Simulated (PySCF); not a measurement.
InCl, SMILES [Cl][In] (connectivity only; charge and spin as stated), neutral, multiplicity 1.

Coordinates come from a PBE0-D3(BJ)/def2-TZVP optimisation. The def2 effective core potentials stand for the cores of In; spin–orbit coupling is left out.

These are PySCF with HF/def2-TZVPD values and carry that method's errors.

The molecule is in vacuum.

The total energy is -648.81251 hartree, the point group is C∞v and the highest occupied level is -9.23 eV. The lowest empty level is 0.38 eV, the orbital gap is 9.61 eV and the dipole moment comes out as 3.52 D. The quadrupole, principal values (traceless, Buckingham form, about the centre of nuclear charge) is -9.89, 4.94, 4.94 D·Å. The mean static polarisability comes out as 59.6 bohr³ (8.83 Å³). The polarisability, principal values is 53.7, 53.7, 71.3 bohr³.
